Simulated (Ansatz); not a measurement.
Basis-set extrapolation for `CN(C)B(N(C)C)N(C)C` (PBE0-D4/def2-TZVP geometry, frozen core, Ansatz). Multiplicity 1, RHF reference.

```
                      def2-TZVPP   def2-QZVPP
                 HF  -425.945449  -425.965663
    MP2 correlation    -1.796558    -1.912075
CCSD(T) correlation    -1.961013      not run
```

Energies in hartree. Use E(X) = E(∞) + A·exp(−7.88·√X) for Hartree–Fock and E(X) = E(∞) + B·X^(−2.97) for correlation, with X = 3 and 4, and add CCSD(T) minus MP2 of the smaller set to the MP2 limit.

**Question.** What is the CCSD(T) energy at the basis-set limit?

**Answer.** HF limit: -425.965663 + (-0.020214) × 0.13774 = -425.96845. MP2 limit: -1.912075 + (-0.115517) × 0.74074 = -1.99764. Higher-order term: -1.961013 − (-1.796558) = -0.16445. Total: -428.13054 hartree, 588.3 kJ/mol below CCSD(T)/def2-TZVPP.
